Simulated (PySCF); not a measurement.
**Spin-rotation constants: SMILES C=CN(C)/N=C/C(F)(F)F, C₅H₇F₃N₂**

Geometry:
```
atom   x (Å)   y (Å)   z (Å)
  C1  -2.804   1.040  -0.265
  C2  -1.483   1.090  -0.167
  N3  -0.621   0.079   0.230
  C4  -1.070  -1.228   0.653
  N5   0.648   0.392   0.188
  C6   1.602  -0.398   0.493
  C7   2.991   0.141   0.385
  F8   3.892  -0.761   0.809
  F9   3.192   1.251   1.116
 F10   3.342   0.459  -0.875
 H11  -3.346   1.909  -0.588
 H12  -3.398   0.172  -0.041
 H13  -0.936   1.989  -0.416
 H14  -2.152  -1.247   0.694
 H15  -0.674  -1.451   1.646
 H16  -0.724  -1.994  -0.047
 H17   1.535  -1.431   0.824
```

Theory: PySCF, GIAO KT3/pcSseg-1 magnetisability, rotational g tensor and spin-rotation constants, non-relativistic, gas phase. Geometry: GFN2-xTB.

Problem. Give the nuclear spin-rotation constants along the inertial axes (H = +C I·J) beside the isotropic shieldings.

Solution. Rotational constants 3.2185, 0.5962, 0.5530 GHz. A star marks the isotopologue with that one atom substituted, in its own axes.
| atom | isotope | Caa (kHz) | Cbb (kHz) | Ccc (kHz) | mean (kHz) | σ (ppm) |
| --- | --- | --- | --- | --- | --- | --- |
| N3 | 14N | 0.336 | 0.079 | 0.039 | 0.151 | 92.3 |
| N5 | 14N | 1.021 | 0.111 | 0.033 | 0.388 | -100.2 |
| F8 | 19F | 3.802 | 0.796 | 0.763 | 1.787 | 246.0 |
| F9 | 19F | 5.296 | 0.747 | 0.684 | 2.242 | 232.3 |
| F10 | 19F | 5.256 | 0.774 | 0.703 | 2.244 | 228.3 |
| H11 | 1H | -0.141 | 0.010 | -0.066 | -0.066 | 27.5 |
| H12 | 1H | -0.178 | 0.018 | -0.068 | -0.076 | 27.6 |
| H13 | 1H | -0.222 | 0.047 | -0.063 | -0.079 | 25.0 |
| H14 | 1H | 0.155 | -0.059 | -0.063 | 0.011 | 28.1 |
| H15 | 1H | -0.238 | -0.043 | -0.019 | -0.100 | 29.1 |
| H16 | 1H | -0.283 | -0.047 | -0.009 | -0.113 | 29.2 |
| H17 | 1H | -0.264 | 0.051 | -0.067 | -0.093 | 25.5 |
| C1 | 13C* | 0.822 | 0.205 | 0.067 | 0.364 | 103.9 |
| C2 | 13C* | 0.994 | 0.273 | 0.116 | 0.461 | 47.5 |
| C4 | 13C* | 0.644 | 0.084 | 0.076 | 0.268 | 156.4 |
| C6 | 13C* | 1.061 | 0.197 | 0.104 | 0.454 | 76.8 |
| C7 | 13C* | 1.019 | 0.185 | 0.165 | 0.456 | 56.4 |

For the geometry as given, no vibrational averaging.
